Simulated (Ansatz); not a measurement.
Ansatz (a first-principles code) input:
A basis named .json is the Basis Set Exchange file of that set.

Ansatz 0.2 input:
```yaml
crystal:
  periodic: [false, false, false]
  atoms:
    - {symbol: Si, position_ang: [-0.15494784, 0.24930125, -0.16223477]}
    - {symbol: Cl, position_ang: [0.11160238, -0.92189773, 1.46749118]}
    - {symbol: N, position_ang: [1.25428961, -0.44613367, -1.24941652]}
    - {symbol: N, position_ang: [0.24034297, 1.87781322, -0.13005271]}
    - {symbol: N, position_ang: [-1.59422087, -0.08338424, -0.93686761]}
    - {symbol: H, position_ang: [2.17699096, -0.35188421, -0.82037343]}
    - {symbol: H, position_ang: [1.28327841, 0.03256056, -2.15175816]}
    - {symbol: H, position_ang: [-0.49302177, 2.56354432, -0.01328613]}
    - {symbol: H, position_ang: [1.12033591, 2.23506635, 0.21300504]}
    - {symbol: H, position_ang: [-2.01268828, 0.52278601, -1.62609442]}
    - {symbol: H, position_ang: [-2.21641199, -0.81657961, -0.63301212]}
    - {symbol: H, position_ang: [1.11066388, -1.44151692, -1.43018596]}
basis:
  gaussian:
    orbitals: aug-cc-pV_D+d_Z.json
total_charge: 1
magnetization: {spin_polarized: false}
correlation: {method: ccsd_t, electrons: outside_noble_gas}
output: {forces: true}
```

**Question.** Predict the final energy.

**Answer.** -916.71181 Eh (CCSD(T)/aug-cc-pV(D+d)Z). The basis has 196 functions.

It need not be the lowest isomer of its formula.
